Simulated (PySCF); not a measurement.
C4H8O2Si.
Atom-mapped SMILES: `[O:1]=[C:2]1[O:3][CH2:4][C@H:5]1[CH2:6][SiH3:7]` (hydrogens: H8, H9 on C4; H10 on C5; H11, H12 on C6; H13, H14, H15 on Si7)

Computed by this run: PBE0-D3(BJ)/def2-SVP geometry optimisation, gas phase (PySCF); density fitting, grid level 1; the optimiser is geomeTRIC in internal coordinates, started from a GFN2-xTB structure with every atom displaced at random (about 0.01 Å).

Step 0: E = -16228.4005 eV
```
atom  x, y, z in Å  |  force x, y, z in eV/Å
O1      0.8044    1.6255   -1.2676   -0.688   1.772  -1.729
C2      1.1228    0.8623   -0.4491    0.289  -1.786   1.148
O3      2.2957    0.7653    0.1933    1.302   0.596   0.084
C4      1.8976   -0.3455    0.9877   -1.791   0.432   0.349
C5      0.4941   -0.3129    0.2700    0.528   0.402   1.442
C6     -0.7360    0.0252    1.1036    0.247  -0.408  -0.275
Si7    -2.2340    0.4351    0.0110   -0.106  -0.362   1.084
H8      2.5002   -1.2222    0.8144    0.509  -0.555  -0.126
H9      1.8506   -0.0866    2.0721    0.139  -0.131  -0.484
H10     0.3123   -1.1638   -0.3617   -0.092  -0.691  -0.654
H11    -0.9651   -0.8350    1.7594   -0.155   0.090  -0.096
H12    -0.5031    0.8643    1.7689   -0.069   0.256   0.125
H13    -2.5121   -0.7090   -0.8650   -0.063  -0.387  -0.366
H14    -3.3936    0.6162    0.9297   -0.151   0.062  -0.018
H15    -2.0098    1.6355   -0.7617    0.101   0.710  -0.482
```

Step 1: E = -16228.5470 eV
```
atom  x, y, z in Å  |  force x, y, z in eV/Å
O1      0.8755    1.6279   -1.3183    0.021  -0.321   0.278
C2      1.1756    0.8467   -0.4707    0.051   0.502  -0.240
O3      2.3626    0.7503    0.1862   -0.126  -0.037  -0.119
C4      1.8825   -0.3393    1.0027    0.161  -0.218  -0.139
C5      0.5172   -0.2958    0.2928    0.028  -0.222  -0.114
C6     -0.7362    0.0204    1.0898   -0.041   0.071   0.100
Si7    -2.2796    0.4250    0.0589    0.117   0.023  -0.194
H8      2.4978   -1.2429    0.8401   -0.152   0.112   0.061
H9      1.8888   -0.0624    2.0638   -0.077   0.017   0.113
H10     0.3555   -1.1621   -0.3802    0.035   0.135   0.140
H11    -0.9906   -0.8407    1.7308    0.016  -0.008   0.013
H12    -0.5447    0.8693    1.7708   -0.018  -0.027  -0.011
H13    -2.5385   -0.7112   -0.8817   -0.018   0.015   0.025
H14    -3.4647    0.5960    0.9515    0.033  -0.031   0.066
H15    -2.0772    1.6731   -0.7315   -0.030  -0.011   0.022
```

Step 2: E = -16228.5536 eV
```
atom  x, y, z in Å  |  force x, y, z in eV/Å
O1      0.8447    1.6252   -1.3140    0.145  -0.016   0.118
C2      1.1696    0.8552   -0.4701   -0.108  -0.115  -0.001
O3      2.3607    0.7415    0.1738    0.087   0.123  -0.069
C4      1.8806   -0.3419    1.0015    0.004  -0.026  -0.076
C5      0.5197   -0.2943    0.2945   -0.079  -0.043   0.005
C6     -0.7312    0.0241    1.0922   -0.029  -0.010   0.040
Si7    -2.2635    0.4266    0.0479    0.020   0.017  -0.054
H8      2.4799   -1.2513    0.8476    0.004   0.025   0.021
H9      1.8755   -0.0618    2.0656   -0.003   0.032  -0.023
H10     0.3567   -1.1584   -0.3720    0.002   0.018   0.007
H11    -0.9855   -0.8380    1.7324   -0.020   0.007   0.002
H12    -0.5443    0.8722    1.7740    0.000   0.001  -0.007
H13    -2.5254   -0.7078   -0.8920   -0.004   0.003   0.005
H14    -3.4377    0.5825    0.9583   -0.004  -0.014   0.020
H15    -2.0759    1.6803   -0.7348   -0.016  -0.003   0.013
```

Question: Estimate the geometry and energy of step 3. (The exact step hangs on the optimiser's Hessian estimate; all steps are aligned on step 2, rigid shifts and turns removed.)

Answer: E = -16228.5556 eV, largest force 0.127 eV/Å
```
atom  x, y, z in Å  |  force x, y, z in eV/Å
O1      0.8651    1.6308   -1.3076   -0.093   0.065  -0.058
C2      1.1728    0.8513   -0.4688    0.070  -0.019  -0.042
O3      2.3678    0.7367    0.1644   -0.024  -0.077   0.070
C4      1.8816   -0.3416    0.9974    0.001   0.006   0.050
C5      0.5175   -0.2960    0.2947    0.010   0.077   0.066
C6     -0.7339    0.0257    1.0926    0.017  -0.024  -0.011
Si7    -2.2636    0.4263    0.0441   -0.022   0.002   0.023
H8      2.4771   -1.2524    0.8525    0.042  -0.035   0.007
H9      1.8741   -0.0527    2.0599    0.010   0.013  -0.041
H10     0.3523   -1.1595   -0.3683    0.004  -0.028  -0.044
H11    -0.9906   -0.8357    1.7330   -0.019   0.009  -0.006
H12    -0.5488    0.8741    1.7739    0.009   0.010  -0.006
H13    -2.5264   -0.7068   -0.8961    0.005  -0.001  -0.006
H14    -3.4314    0.5696    0.9662   -0.011  -0.004  -0.007
H15    -2.0895    1.6844   -0.7329    0.000   0.007   0.004
```

The energy changes by -0.0020 eV. The first-order estimate −F·Δx gives -0.0064 eV and the mean of the old and new forces, exact on a quadratic surface, -0.0020 eV. The step makes an angle of 60° with the force vector and moves no atom by more than 0.022 Å.

The cost below is that of the whole optimisation. Time: 96 s of wall time; peak memory 0.62 GiB. Hardware: one thread, Intel Xeon Platinum 8259CL at 2.50 GHz (x86_64), no GPU, shared host with 96 logical CPUs at a one-minute load of 54.
